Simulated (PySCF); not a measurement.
C₃H₁₀N₂Si.
Bonds: C1–N2 (double), N2–Si3, Si3–N4, N4–C5, N4–C6. Hydrogens: H7, H8 on C1; H9, H10 on Si3; H11, H12, H13 on C5; H14, H15, H16 on C6.

All values: CAM-B3LYP/def2-SVPD (PySCF, non-relativistic), on one gas-phase PBE0-D3(BJ)/def2-SVP geometry that isn't relaxed in the solvent. The solvent is an IEF-PCM continuum (van der Waals radii × 1.2). Only the electrostatic response of the medium enters.

Gas phase at CAM-B3LYP/def2-SVPD: HOMO -7.66 eV, LUMO 0.36 eV, dipole 0.98 D.

Problem. What does the continuum do to the energy, the frontier levels and the dipole at CAM-B3LYP/def2-SVPD in methanol and water?

Solution. 
| solvent | ε | E(solvent) − E(gas) (kcal/mol) | polarisation term (kcal/mol) | distortion of the solute (kcal/mol) | HOMO (eV) | LUMO (eV) | dipole (D) |
| --- | --- | --- | --- | --- | --- | --- | --- |
| methanol | 32.61 | -2.95 | -3.58 | 0.63 | -7.64 | 0.41 | 1.43 |
| water | 78.36 | -3.05 | -3.74 | 0.69 | -7.64 | 0.41 | 1.45 |

Polarisation term: ½ Σ q·V over the induced surface charges. Distortion: the rise of the solute's own energy as its density leaves the gas-phase optimum. From methanol to water the lowering changes by a factor 1.04, Onsager's factor (ε − 1)/(2ε + 1) by 1.03 and ε itself by 2.4.

Problem. How does the static polarisability (CAM-B3LYP/def2-SVPD, frozen core, with the continuum's full static response) change?

Solution. 
| medium | isotropic (au) | principal values (au) | ⟨r²⟩ of the electrons (bohr²) |
| --- | --- | --- | --- |
| gas | 81.3 | 68.4, 76.9, 98.5 | 909.5 |
| methanol | 107.4 | 93.9, 103.9, 124.6 | 907.8 |
| water | 108.4 | 95.0, 104.9, 125.4 | 907.7 |

The isotropic value in water is 1.33 times the gas-phase one; no cavity-field correction is applied. ⟨r²⟩ is taken about the centre of nuclear charge.

Cost: about 70 s of CPU time on one thread; the machine was shared, so the figure is rough. This is the whole response run at CAM-B3LYP/def2-SVPD in water, SCF included.

Conformer computed: `[CH2:1]=[N:2][SiH2:3][N:4]([CH3:5])[CH3:6]`: C1–N2–Si3–N4 -130°, N2–Si3–N4–C5 -49°.
